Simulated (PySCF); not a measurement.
# Computed records: AlClGeH₂O

All values are calculated (PySCF 2.14.0). Calculation on a computer-drawn molecule: optimised geometry and harmonic frequencies of an isolated molecule of the commonest isotopes, restricted reference for singlets and unrestricted otherwise, frozen core in MP2; on germanium a core potential holds 10 electrons, which the energies leave out, and 3d is frozen in MP2 and coupled-cluster steps.

### AlClGeH₂O

Start structure:
```xyz
6
AlClGeH2O
O      3.7262     0.1172    -1.3351
Ge     3.4926     1.2041    -0.0261
Al     1.0040     0.4907     0.0458
Cl    -0.6673     0.8105     0.9421
H      3.0334    -0.4760    -1.6942
H      0.9371    -0.6151    -1.1480
```

Settings of this run: charge 0, multiplicity 1, method HF, basis cc-pV(D+d)Z and basis and core potential on germanium cc-pVDZ-PP ECP10MDF.

Results for AlClGeH₂O: rotational constants 8.147, 0.9519, 0.8523 GHz; total energy -1070.9050 hartree; convergence status largest gradient component 1.071e-05 hartree/bohr.

Drawn bonds:
```csv
atom,other atom,order
1,2,1
2,3,1
3,4,1
1,5,1
3,6,1
```

Optimised structure:
```xyz
6
AlClGeH2O
O      4.0390     0.2030    -1.3165
Ge     3.3720     1.2096     0.0048
Al     0.8798     0.2903    -0.1422
Cl    -0.6113     1.0427     1.1868
H      3.4902    -0.4052    -1.7897
H      0.3564    -0.8090    -1.1587
```

Modes:
```csv
frequency (cm⁻¹),reduced mass (dalton)
32.59,7.693
62.45,12.26
161.9,9.539
302.4,12.13
375.7,1.182
503.4,1.126
514.1,11.37
670.1,1.152
710.5,11.5
880.5,1.096
1955,1.044
4156,1.068
```
